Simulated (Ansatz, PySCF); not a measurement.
System: sum formula SiH₃Cl, charge -1, multiplicity 2. 
Coordinates optimised at B3LYP-D3(BJ)/def2-TZVP (Ansatz, a quantum-chemistry and plane-wave program):
```xyz
5

Si    -1.1713    -0.1734     0.3463
Cl     1.2816     0.1685    -0.3009
H     -1.4091    -1.1224    -0.7889
H     -1.5646     1.1806    -0.1613
H     -2.4143    -0.4946     1.2171
```
Charge -1, spin multiplicity 2.

Total electronic energies in hartree. Valence correlation only, unless marked. Open shells are spin-unrestricted. Spin-orbit coupling is left out. No relativistic terms. Basis-set limits of correlation are two-point, X^-3; Hartree-Fock from the larger set. The bracket is a focal-point correction in the basis named.

```json
[
 {"level": "HF/def2-TZVPPD", "program": "Ansatz", "energy (Eh)": "-750.21108"},
 {"level": "HF-D3(BJ)/def2-TZVPD", "program": "PySCF + dftd3", "energy (Eh)": "-750.23519"},
 {"level": "HF-D4/def2-TZVPD", "program": "PySCF + dftd4", "energy (Eh)": "-750.22427"},
 {"level": "RI-HF/aug-cc-pV(Q+d)Z", "program": "Ansatz", "energy (Eh)": "-750.23175"},
 {"level": "RI-HF/def2-QZVPPD", "program": "Ansatz", "energy (Eh)": "-750.23223"},
 {"level": "PBE0/6-31G*", "program": "Ansatz", "energy (Eh)": "-751.19883"},
 {"level": "PBE0-D3(BJ)/def2-TZVPD", "program": "Ansatz + dftd3", "energy (Eh)": "-751.26970"},
 {"level": "PBE0/def2-TZVPD", "program": "Ansatz", "energy (Eh)": "-751.26719"},
 {"level": "TPSSh-D4/def2-TZVPD", "program": "PySCF + dftd4", "energy (Eh)": "-751.59091"},
 {"level": "PW6B95-D4/def2-TZVPD", "program": "PySCF + dftd4", "energy (Eh)": "-752.16398"},
 {"level": "CAM-B3LYP-D3(BJ)/def2-TZVPD", "program": "Ansatz + dftd3", "energy (Eh)": "-751.56649"},
 {"level": "B2GP-PLYP-D3(BJ)/def2-TZVPD", "program": "Ansatz + dftd3", "energy (Eh)": "-751.19685"},
 {"level": "SCS-MP2/6-31G", "program": "Ansatz", "energy (Eh)": "-750.19742"},
 {"level": "CCSD(T) with core electrons (1s frozen past Ne)/cc-pwCVTZ", "program": "Ansatz", "energy (Eh)": "-751.14376"},
 {"level": "RI-MP2/CBS(aug-cc-pV(T+d)Z,aug-cc-pV(Q+d)Z)+[CCSD(T)-MP2]/aug-cc-pV(T+d)Z", "program": "Ansatz", "energy (Eh)": "-750.6749"}
]
```

Totals of different functionals don't rank their quality; only differences between species are comparable.
